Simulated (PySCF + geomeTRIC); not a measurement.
Calculation: PySCF + geomeTRIC with BP86-D3(BJ)/def2-SVP. fastk is a local helper that only speeds up exchange builds. No frequencies were computed at this level.

```python
import json, numpy as np
from pyscf import gto, dft
from fastk import lowrank_exchange
atoms = """
Zn     0.006468    -0.004249    -0.001565
F     -1.358360     0.892408     0.328837
H      1.191091    -0.782515    -0.288342
"""
def scf(charge, spin, dm0=None):
    mol = gto.M(atom=atoms, basis='def2-svp', ecp={}, charge=charge, spin=spin, verbose=3, max_memory=3360)
    mf = dft.KS(mol, xc='bp86').density_fit(auxbasis="def2-universal-jkfit")
    mf.disp = 'd3bj'
    mf.grids.level = 3
    mf.conv_tol = 1e-8
    mf.max_cycle = 120
    mf.level_shift = 0.25
    mf.kernel(dm0)
    if not mf.converged:
        mf = mf.newton().run(mf.mo_coeff, mf.mo_occ).undo_soscf()
    return mf
mf = scf(0, 0)
from pyscf.geomopt.geometric_solver import kernel as optimize
path = []
done, mol = optimize(mf, maxsteps=120, assert_convergence=False, callback=lambda env: path.append((env["energy"], bool(env["g_scanner"].converged))))
res = dict(converged=bool(done and path[-1][1]), energy=path[-1][0], path=[e for e, c in path], xyz=mol.atom_coords(unit="Angstrom").tolist(), nao=mol.nao)
json.dump(res, open("result.json", "w"))
```

Output:

```
converged SCF energy = -1879.76055307866
Geometry optimization cycle 1
converged SCF energy = -1879.76055307863
cycle 1: E = -1879.76055308  dE = -1879.76  norm(grad) = 0.062146
Geometry optimization cycle 2
converged SCF energy = -1879.76506426608
cycle 2: E = -1879.76506427  dE = -0.00451119  norm(grad) = 0.0111617
Geometry optimization cycle 3
converged SCF energy = -1879.76524866503
cycle 3: E = -1879.76524867  dE = -0.000184399  norm(grad) = 0.0021913
Geometry optimization cycle 4
converged SCF energy = -1879.76525520218
cycle 4: E = -1879.7652552  dE = -6.53715e-06  norm(grad) = 0.000230174
Geometry optimization cycle 5
converged SCF energy = -1879.76525592819
cycle 5: E = -1879.76525593  dE = -7.26013e-07  norm(grad) = 0.000505052
<class 'geometric.internal.Distance'> : 2
<class 'geometric.internal.LinearAngle'> : 2
<class 'geometric.internal.TranslationX'> : 1
<class 'geometric.internal.TranslationY'> : 1
<class 'geometric.internal.TranslationZ'> : 1
<class 'geometric.internal.RotationA'> : 1
<class 'geometric.internal.RotationB'> : 1
<class 'geometric.internal.RotationC'> : 1
Step    0 : Gradient = 3.588e-02/5.022e-02 (rms/max) Energy = -1879.7605530786
Step    1 : Displace = 4.738e-02/6.051e-02 (rms/max) Trust = 1.000e-01 (=) Grad = 6.444e-03/9.105e-03 (rms/max) E (change) = -1879.7650642661 (-4.511e-03) Quality = 1.132
Step    2 : Displace = 1.066e-02/1.352e-02 (rms/max) Trust = 1.414e-01 (+) Grad = 1.265e-03/1.796e-03 (rms/max) E (change) = -1879.7652486650 (-1.844e-04) Quality = 1.131
Step    3 : Displace = 2.295e-03/3.013e-03 (rms/max) Trust = 2.000e-01 (+) Grad = 1.329e-04/1.790e-04 (rms/max) E (change) = -1879.7652552022 (-6.537e-06) Quality = 0.815
Step    4 : Displace = 4.899e-04/6.683e-04 (rms/max) Trust = 2.828e-01 (+) Grad = 2.916e-04/3.468e-04 (rms/max) E (change) = -1879.7652559282 (-7.260e-07) Quality = 0.419
Converged! =D
```

Cost: roughly 12 core-seconds.
